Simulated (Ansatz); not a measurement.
Reaction (ligand exchange at the Si–F bond): `O[Si](O)(F)[SiH2]Cl` + HCl → `O[Si](O)(Cl)[SiH2]Cl` + H–F

Calculated with Ansatz (gas phase, PBE0-D4/def2-TZVP geometries, no zero-point term in ΔE). CCSD(T)/CBS is the MP2 limit (def2-TZVPP, def2-QZVPP) plus CCSD(T) − MP2 in def2-TZVPP, frozen cores. This one scheme is used for every species. DFT in def2-TZVPP. B3LYP here is the variant with VWN-RPA as its local correlation; programs differ in this. One conformer a species, not always the lowest.

```tsv
level	ΔE (kJ/mol)
PBE0	42.8
B3LYP	55.5
SCS-MP2/def2-TZVPP	48.5
MP2/CBS(def2)	36.9
```

(1) What does CCSD(T)/CBS give? (An estimate is asked.)

Largest T1 diagnostic among the species: 0.012.

Answers

(1) The calculation gave: +44.1 kJ/mol. The listed levels differ from it by -1.3, 11.4, 4.4, -7.2 kJ/mol.

In def2-TZVPP, CCSD(T) changes the Hartree–Fock value by −13.4 kJ/mol (the triples alone add −3.2 kJ/mol) and MP2 by −20.5 kJ/mol. The D4 term adds −8.0 kJ/mol with B3LYP and −4.4 kJ/mol with PBE0; it sums over pairs of atoms, weighted by their polarisabilities, and B3LYP, whose exchange is more repulsive, gets the larger term.

CCSD(T)/CBS has its own doubt, a few kJ/mol and more with outer-core shells, so smaller differences from it don't rank the levels.
